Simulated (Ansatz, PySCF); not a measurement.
C2H10GaN3 (SMILES C[N](C)[Ga]([NH2])[NH2]), singlet, geometry from GFN2-xTB (such geometries of metal compounds can be far from the true shape) (in this run its highest filled SCF level lies above zero, so its values depend strongly on the basis, on diffuse functions most of all), atoms displaced at random by about 0.03 Å a coordinate. Base run: PBE/STO-3G, gradient in PySCF.

Input for PySCF:
```python
from pyscf import gto, scf, dft

mol = gto.Mole()
mol.atom = '''
    Ga    0.50526182   -0.25350759    0.13519069
    N     1.85503933   -0.36575918   -1.08183187
    H     2.74254863   -0.70892586   -0.75847561
    H     1.96670574    0.39727119   -1.79913187
    N     0.63050387   -1.23565568    1.61161276
    H     0.05519818   -1.13727576    2.47827459
    H     1.55663253   -1.59178645    1.99581210
    N    -1.10936155    0.47715702   -0.31577349
    C    -1.23376245    1.32129413   -1.52801583
    C    -2.18338872    0.68606556    0.63689508
    H    -2.15511050    0.98969233   -2.05423419
    H    -1.34286793    2.43426914   -1.29338425
    H    -0.36049056    1.15928311   -2.17341709
    H    -2.31543955    1.76425578    1.00092485
    H    -3.09401579    0.34609297    0.12912693
    H    -1.96313320    0.07486685    1.48231190
'''
mol.basis = 'sto-3g'
mol.verbose = 4
mol.build()

mf = dft.RKS(mol)
mf.xc = 'pbe'
mf.kernel()
g = mf.nuc_grad_method()
grad = g.kernel()
```

Programs used: Ansatz (a quantum-chemistry and plane-wave program), PySCF; a row that names a program was run with it.

The coordinate followed is x of atom 3.

Each row names what was changed in the base input (with any setting that the change needs).

| change | dE/dx (Eh/bohr) | net force (Eh/bohr) |
|---|---|---|
| base | -0.041878 | 0.000039 |
| density fitting = on; auxbasis_response = off | -0.041897 | 0.002555 |
| finite difference step (bohr) = 1e-3; conv_tol = 1e-11 | -0.041881 | - |
| finite difference step (bohr) = 0.2; conv_tol = 1e-11 | -0.049378 | - |
| grids.level = 5; grid_response = on | -0.041878 | 0.000000 |
| code = ansatz | -0.041878 | 0.000000 |
| grids.level = 0; grid_response = on | -0.046033 | 0.000000 |
| grids.level = 0; grid_response = off | -0.041173 | 0.017315 |
| conv_tol = 1e-4 | -0.042103 | 0.000039 |
| grids.level = 1; grid_response = off | -0.041872 | 0.000554 |
| density fitting = on | -0.041883 | 0.000039 |
| finite difference step (bohr) = 0.01; conv_tol = 1e-11 | -0.041899 | - |

The net force is zero for an exact gradient.
